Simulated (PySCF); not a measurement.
`BSC(F)(F)F` in a uniform electric field

Species: CH₂BF₃S.
Structure used (PBE0-D3(BJ)/def2-SVP), in Å, numbered top down from 1:
```xyz
8
CH2BF3S angstrom
B      1.5299    0.2199   -0.4056
S      0.2408   -0.9585   -0.6913
C     -1.1487   -0.2321    0.2574
F     -1.4682    0.9764   -0.1819
F     -2.2035   -1.0226    0.1155
F     -0.8655   -0.1353    1.5488
H      2.5777   -0.0374   -0.9370
H      1.3440    1.1922    0.2744
```

Level: wB97X-D/def2-SVPD (PySCF); nuclei fixed, core orbitals frozen in the response. Permanent dipole (0.981, 0.049, -0.319) D (1 au = 2.5417 D). Static polarisability (au):

```
x   59.80  4.63 -3.80
y    4.63 47.75  2.74
z   -3.80  2.74 43.88
```

Only the terms in μ and α are kept: μ(F) = μ + αF and ΔE = −μ·F − ½ F·αF.

Question: Apply 0.008 au along ±x, ±y and ±z in turn. Tabulate induced and total dipoles and both energy terms.

Answer: 
```
field along  induced x (D)  induced y (D)  induced z (D)  total size (D)  −μ·F (kJ/mol)  −½F·αF (kJ/mol)
         +x          1.216          0.094         -0.077           2.237         -8.107           -5.024
         −x         -1.216         -0.094          0.077           0.340         +8.107           -5.024
         +y          0.094          0.971          0.056           1.505         -0.405           -4.012
         −y         -0.094         -0.971         -0.056           1.333         +0.405           -4.012
         +z         -0.077          0.056          0.892           1.075         +2.636           -3.687
         −z          0.077         -0.056         -0.892           1.608         -2.636           -3.687
```

Question: For the field (-0.0016, 0.0024, -0.0032) au, what is the induced dipole, and what angle does it make with the field?

Answer: αF = (-0.184, 0.250, -0.325) D, at 2.5° to the field. The polarisability along this direction, F·αF/F², is 41.00 au, against a mean of 50.47 au.

Question: Which field along μ doubles the dipole in that direction (linear response)?

Answer: The polarisability along the dipole is 60.82 au, so F = 0.4063 au / 60.82 au = 0.0067 au = 0.34 V/Å; higher-order terms are ignored.

Question: What field makes μF equal to kT at 400 K?

Answer: kT = 1.2667 × 10⁻³ Eh, so F = 0.00312 au = 16 MV/cm.

Question: A unit point charge sits 15 Å away. Estimate the induction energy −αe²/2R⁴ with the mean polarisability, treating the molecule as a point.

Answer: R = 28.35 bohr, so the energy is −50.5/(2 × 28.35⁴) Eh = -0.103 kJ/mol. The charge–dipole term at its most favourable orientation, −μe/R², is -1.33 kJ/mol.

Geometry: PBE0-D3(BJ)/def2-SVP, one conformer, isolated molecule.

wB97X-D is run here without its empirical dispersion term; that term would change no orbital, density or response property at a fixed geometry.
